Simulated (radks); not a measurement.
Task: The neodymium ion Nd+, configuration [Xe] 4f4 6s1 (the NIST ground configuration). All-electron calculation, scalar-relativistic Kohn-Sham, exchange-only LDA, spin-polarised, spherical densities, finite nucleus; open shells are filled with parallel spins first (spin-orbit coupling, left out, can overturn this in heavy ions); Fermi nuclear charge, rms radius 4.9123 fm. Program: a radial shooting solver on a logarithmic mesh with Libxc functionals. Some entries of the table are withheld. Estimate them.

orbital,occ.,eigenvalue (eV),r(max) (bohr),<1/r> (bohr^-1)
1s up,1,-43357.19,0.01511,65.98
1s down,1,-43357.18,0.01511,65.98
2s up,1,-7016.839,0.08558,15.24
2s down,1,-7016.806,0.08558,15.24
2p up,3,-6276.577,0.06894,14.38
2p down,3,-6276.554,0.06894,14.38
3s up,1,-1525.232,0.2441,5.553
3s down,1,-1524.059,0.2440,5.556
3p up,3,-1291.688,0.2390,5.250
3p down,3,-1290.525,0.2389,5.253
3d up,5,-966.5417,0.1960,4.984
3d down,5,-965.6281,0.1959,4.987
4s up,1,-307.3912,0.5654,2.328
4s down,1,-304.2866,0.5651,2.329
4p up,3,-230.8679,0.5901,2.144
4p down,3,-227.7382,0.5898,2.145
4d up,5,-122.0317,0.6189,1.872
4d down,5,-118.8849,0.6184,1.873
5s up,1,-46.0200,1.315,0.9035
5s down,1,-43.8458,1.323,0.8934
5p up,3,-27.5112,(1),0.7595
5p down,3,-25.6867,(2),0.7498
6s up,1,-8.2003,3.552,(3)
4f up,4,(4),0.6639,1.251
6s down,0,-6.2231,3.503,(5)
4f down,0,(6),0.6651,1.220

Result: 
(1) 5p up r(max) (bohr): 1.492
(2) 5p down r(max) (bohr): 1.507
(3) 6s up <1/r> (bohr^-1): 0.3127
(4) 4f up eigenvalue (eV): -7.4441
(5) 6s down <1/r> (bohr^-1): 0.3126
(6) 4f down eigenvalue (eV): -4.6432
